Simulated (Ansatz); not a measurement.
`CN[SiH2]OC` → `C[NH]`• + `CO[SiH2]`•  (homolysis of the N–Si bond)

Calculated with Ansatz (gas phase, PBE0-D4/def2-TZVP geometries, no zero-point term in ΔE). CBS: MP2 limit from def2 TZ/QZ plus the TZ coupled-cluster correction, frozen cores. DFT in def2-TZVPP. B3LYP here is the variant with VWN-RPA as its local correlation; programs differ in this. No spin–orbit coupling; open shells (•) take unrestricted orbitals. Each species was taken in one conformer, which may not be the lowest.

What is ΔE at CCSD(T)/CBS? (Best estimate.)

The calculation gave: +455.6 kJ/mol.

What do these levels give: r2SCAN-D4, PBE0-D4, B3LYP-D4, ωB97X-V, ωB97M-V, B2PLYP, B3LYP, MP2/def2-TZVPP, CCSD(T)/def2-TZVPP, MP2/def2-QZVPP, SCS-MP2/def2-QZVPP, HF/CBS(def2)? (Estimate.)

The calculation gave: r2SCAN-D4 414.5, PBE0-D4 428.3, B3LYP-D4 424.9, ωB97X-V 445.6, ωB97M-V 453.1, B2PLYP 431.2, B3LYP 409.9, MP2/def2-TZVPP 470.1, CCSD(T)/def2-TZVPP 441.9, MP2/def2-QZVPP 478.0, SCS-MP2/def2-QZVPP 468.9, HF/CBS(def2) 327.2 kJ/mol.

Largest T1 diagnostic among the species: 0.015.

The D4 term adds +15.0 kJ/mol with B3LYP and +8.6 kJ/mol with PBE0; it sums over pairs of atoms, weighted by their polarisabilities, and B3LYP, whose exchange is more repulsive, gets the larger term. From PBE to PBE0 (25 % exact exchange), in def2-TZVPP and without D4, ΔE moves by +6.4 kJ/mol.
